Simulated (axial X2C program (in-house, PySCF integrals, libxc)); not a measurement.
## KC: nuclear properties from DFT to coupled cluster

Computed with an axial X2C code built on PySCF integrals: two-component X2C with atomic mean-field Coulomb and Gaunt terms, Gaussian nuclei, basis K dyall-acv3z, C dyall-av3z with contracted cores.

R = 2.519 Å (near the PBE0 minimum at charge 0 of the determinant lowest at the starting distance; the state shown can have its own minimum elsewhere); state Ω = 3/2 (⟨Sz⟩ = 1.50, ⟨Lz⟩ = 0.00 at PBE0).

```csv
level,Eeff magnitude (GV/cm),Ws magnitude K (kHz),A∥/gI K (MHz),qzz K (a.u.),A∥/gI C (MHz),μ (D)
PBE0,0.0998,0.0242,95.5,-0.31,3.97,-9.00
HF,0.0878,0.0209,60.3,-0.42,27.7,-9.83
B3LYP,0.103,0.0251,111,-0.30,23.5,-8.79
```

Eeff is the effective electric field on the electron electric dipole moment in this Ω state and Ws the scalar–pseudoscalar constant of the nucleus named (defined with the proton number Z and per Ω); A∥ (defined per Ω) follows by multiplying with gI = μI/(I μN); qzz is the electric field gradient, eQq0 = 234.96 MHz × Q/barn × qzz; μ is positive if the C end (last atom) is positive. The operators were transformed with the bare-nucleus X2C matrices; with these basis sets, hyperfine constants and field gradients can be off by tens of per cent, and where levels differ in sign neither size nor sign is settled.

Finite-field MP2, CCSD and CCSD(T), with 13 electrons correlated in 130 natural virtual spinors (MP2 remainder added):

| level | Eeff magnitude (GV/cm) | Ws magnitude K (kHz) | A∥/gI K (MHz) | qzz K (a.u.) | A∥/gI C (MHz) | μ (D) |
| --- | --- | --- | --- | --- | --- | --- |
| MP2 | 0.0948 | 0.023 | 74.4 | -0.36 | 26 | -9.59 |
| CCSD | 0.097 | 0.0235 | 77.5 | -0.36 | 21.5 | -9.58 |
| CCSD(T) | 0.0975 | 0.0237 | 79.6 | -0.35 | 24.3 | -9.51 |

T1 = 0.010 (Lee–Taylor). One unrestricted determinant, the lowest of a limited PBE0 search, is the reference; the functionals treat spin collinearly. With several open shells it need not be a pure state. Correlation of the inner shells is missing, which matters for properties at the nucleus. Number of frozen shells: K 2 s, 1 p; C 1 s.

Question: By how much does correlation change each value, CCSD(T) against HF?

Answer: Eeff magnitude 11 %; Ws magnitude K 13 %; A∥/gI K 32 %; qzz K -17 %; A∥/gI C -12 %; μ -3 %.
